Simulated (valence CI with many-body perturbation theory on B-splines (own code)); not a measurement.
Results of a calculation; reference values are marked as such.
**Hyperfine factors and g values of Te19+**

Method: relativistic CI+MBPT: five valence electrons over a frozen Dirac-Fock core [Ar] 3d10, a basis of 11 s, 11 p, 10 d, 8 f, 5 g, 2 h functions for each j, with the one-electron correlation potential Σ1, the two-electron term Σ2, the three-electron term Σ3, Breit, model QED; selected CI, second order for the rest, scaled by the run's own slope (own B-spline code, finite nucleus).

No measured spectrum was set against this ion. As an estimate, levels hold to about 250 cm⁻¹ or 0.2 % of their energy and the worst to 1 %, as in measured heavy ions of charge 2 to 7; those with d or f electrons hold less well. Among the levels kept, up to 2100 cm⁻¹ of a level comes from second order outside the variational space, and about a tenth of that is noise between levels of different J, which matters for small intervals.

A/g_I is the dipole constant over the nuclear g factor μ/I (μ in nuclear magnetons, uniformly magnetised nucleus), B/Q the quadrupole constant per barn. Both hold the static response of the core; the bare values leave it out. Large factors of s and p1/2 electrons are usually good to 5 to 10 %; those of open d and f shells near neutrality can be off by tens of per cent, and small factors of p3/2, d and f electrons come from cancelling terms and can be off by a factor of two or in sign, in half-filled shells by more. B is blank for J = 1/2, where it vanishes, and for nearly pure S terms. Energies count from the lowest level.

Levels are named by their leading jj configuration (3d3/2^4 stands for four electrons in 3d with j = 3/2), which in mixed levels can hold well under half, so a name can repeat and another be missing. Letters in brackets count levels of one name in rising energy.

```tsv
Level	E (eV)	g	A/g_I (MHz)	A/g_I bare	B/Q (MHz/b)	B/Q bare
(4s^2 4p1/2^2 4p3/2) J=3/2	0.00	1.536	9530	8850	15100	14300
(4s^2 4p1/2 4p3/2^2) J=3/2	10.49	1.335	1410	1250	9970	9430
(4s^2 4p1/2 4p3/2^2) J=5/2	13.32	1.199	24400	23200	-78.0	-67.4
(4s^2 4p1/2 4p3/2^2) J=1/2	17.17	0.664	74100	70700		
(4s^2 4p3/2^3) J=3/2	27.67	1.260	12600	11900	-25100	-23700
(4s 4p1/2^2 4p3/2^2) J=5/2	56.08	1.544	56500	53800	13400	12700
(4s 4p1/2^2 4p3/2^2) J=3/2	62.62	1.465	4800	4570	-16700	-15800
(4s 4p1/2^2 4p3/2^2) J=1/2	63.27	2.441	183000	174000		
(4s 4p1/2 4p3/2^3) J=3/2 [a]	70.34	1.180	19700	18800	-19800	-18800
(4s 4p1/2 4p3/2^3) J=5/2	73.64	1.252	65700	62600	-35300	-33400
(4s^2 4p1/2^2 4d3/2) J=3/2	78.57	0.846	3970	3910	3250	3080
(4s 4p1/2 4p3/2^3) J=1/2	78.64	1.480	21500	20500		
(4s 4p1/2 4p3/2^3) J=3/2 [b]	80.62	0.995	6710	6420	5790	5470
(4s^2 4p1/2^2 4d5/2) J=5/2	82.74	1.162	2450	2460	8010	7550
(4s^2 4p1/2 4p3/2 4d3/2) J=5/2	88.13	0.943	18700	17800	-7100	-6710
(4s^2 4p1/2 4p3/2 4d3/2) J=1/2 [a]	88.71	0.420	65000	62300		
(4s^2 4p1/2 4p3/2 4d3/2) J=7/2	89.87	1.180	10400	9890	6980	6590
(4s^2 4p1/2 4p3/2 4d3/2) J=3/2 [a]	90.25	1.035	11500	11100	-11300	-10600
(4s^2 4p1/2 4p3/2 4d5/2) J=7/2 [a]	90.64	1.266	4520	4350	22200	21000
(4s 4p3/2^4) J=1/2	92.65	1.048	133000	126000		
(4s^2 4p1/2 4p3/2 4d5/2) J=9/2	93.11	1.246	12300	11800	6590	6200
(4s^2 4p1/2 4p3/2 4d5/2) J=5/2 [a]	94.25	1.191	11600	11100	-10800	-10200
(4s^2 4p1/2 4p3/2 4d5/2) J=3/2 [a]	95.69	1.217	-6020	-5680	-527	-514
(4s^2 4p1/2 4p3/2 4d5/2) J=7/2 [b]	98.67	1.041	14100	13500	19700	18600
(4s^2 4p1/2 4p3/2 4d5/2) J=5/2 [b]	99.04	1.433	6070	5790	-22.2	-15.5
(4s^2 4p1/2 4p3/2 4d3/2) J=3/2 [b]	99.85	1.450	8510	8150	-5860	-5540
(4s^2 4p1/2 4p3/2 4d3/2) J=1/2 [b]	100.06	2.029	36300	34400		
(4s^2 4p1/2 4p3/2 4d5/2) J=3/2 [b]	102.68	0.897	16700	16100	9610	9080
(4s^2 4p3/2^2 4d5/2) J=7/2	104.41	1.225	6710	6430	6770	6390
(4s^2 4p1/2 4p3/2 4d5/2) J=5/2 [c]	104.62	1.102	2060	2010	17100	16200
(4s^2 4p1/2 4p3/2 4d5/2) J=1/2	105.32	0.974	-15600	-14900		
(4s^2 4p3/2^2 4d5/2) J=9/2	105.83	1.197	7570	7270	25000	23600
(4s^2 4p3/2^2 4d3/2) J=1/2	108.39	1.033	-3920	-3850		
(4s^2 4p3/2^2 4d3/2) J=3/2	109.68	1.081	9300	8830	-8600	-8140
(4s^2 4p3/2^2 4d3/2) J=5/2	110.52	1.175	12500	11900	-7210	-6820
(4s^2 4p3/2^2 4d5/2) J=5/2 [a]	113.36	1.204	3580	3520	29900	28300
(4s^2 4p3/2^2 4d3/2) J=7/2	114.05	1.124	10700	10200	-2430	-2280
(4s^2 4p3/2^2 4d5/2) J=3/2 [a]	115.57	1.164	5910	5750	-1850	-1740
(4s^2 4p3/2^2 4d5/2) J=1/2	115.84	1.904	41200	39600		
(4s^2 4p3/2^2 4d5/2) J=3/2 [b]	119.80	0.923	5880	5780	6230	5900
```

**Question.** Take the isotope of mass number 125, with I = 1/2, μ = -0.887 μN. What is the hyperfine structure of (4s^2 4p1/2 4p3/2^2) J=3/2?

**Answer.** From the table A = -2510 MHz. Shifts from the centre of gravity in MHz: F = 1: 3140, F = 2: -1880.
